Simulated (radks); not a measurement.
The beryllium ion Be2+ inside a hard spherical wall (all orbitals vanish at R), configuration held at [He] and not refilled when levels cross. Calculated with a radial shooting solver on a logarithmic mesh with Libxc functionals: scalar-relativistic Kohn-Sham, r2SCAN, spin-unpolarised, spherical densities, finite nucleus; meta-GGA in the generalised Kohn-Sham scheme; Fermi nuclear charge, rms radius 2.519 fm. Eigenvalues in eV, with the zero of energy where the potential of the charges vanishes at infinity; a dash marks a level that is unbound or too diffuse for the functional's potential to be trusted. A positive occupied level is held by the wall or, in an anion where self-interaction has pushed it up, behind a barrier. The pressure on the wall is -dE/dV.

\begin{tabular}{lrrrrrr}
R (bohr) & E (hartree) & kinetic (hartree) & e(1s) & e(2s, empty) & e(2p, empty) & pressure (GPa) \\ \hline
free & -13.66034 & 13.627 & -134.55 & - & - & 0 \\
15 & -13.66034 & 13.627 & -134.55 & - & - & < 0.0001 \\
8 & -13.66034 & 13.627 & -134.55 & - & - & < 0.0001 \\
5 & -13.66034 & 13.627 & -134.55 & - & - & < 0.0001 \\
3 & -13.66032 & 13.628 & -134.55 & -6.681 & -5.418 & 0.0187 \\
2.5 & -13.66011 & 13.630 & -134.53 & -0.063 & -1.403 & 0.480 \\
2 & -13.65654 & 13.666 & -134.37 & 16.861 & 8.335 & 12.4 \\
\end{tabular}
